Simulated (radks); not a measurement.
Tb+, configuration [Xe] 4f8.5 5d0.5 6s1 (fractional occupations, a model configuration).

Method: scalar-relativistic Kohn-Sham, SCAN, spin-unpolarised, spherical densities, finite nucleus; meta-GGA in the generalised Kohn-Sham scheme; Fermi nuclear charge, rms radius 5.06 fm; computed with a radial shooting solver on a logarithmic mesh with Libxc functionals.

Energy parts (eV):
part                      energy
total                 -318631.63
kinetic                342912.55
electron-nucleus      -778025.92
Hartree                123464.59
exchange-correlation    -6982.85

Orbitals (lengths in bohr, moments of r in powers of bohr):
| orbital | occ. | eigenvalue (eV) | <r> |
|---|---|---|---|
| 1s | 2 | -51937.49 | 0.02151 |
| 2s | 2 | -8640.480 | 0.09145 |
| 2p | 6 | -7674.789 | 0.08088 |
| 3s | 2 | -1934.208 | 0.2390 |
| 3p | 6 | -1634.235 | 0.2379 |
| 3d | 10 | -1243.660 | 0.2166 |
| 4s | 2 | -395.1843 | 0.5411 |
| 4p | 6 | -295.8700 | 0.5730 |
| 4d | 10 | -159.2828 | 0.6231 |
| 4f | 8.5 | -12.1994 | 0.8675 |
| 5s | 2 | -56.8526 | 1.316 |
| 5p | 6 | -33.3111 | 1.549 |
| 5d | 0.5 | -7.4883 | 2.645 |
| 6s | 1 | -9.1521 | 3.705 |

The highest occupied level is 5d at -7.488 eV. Summed over all electrons, <r^2> = 57.03 bohr^2, which gives a Langevin (diamagnetic) susceptibility term of -45.2 x 10^-6 cm^3/mol.
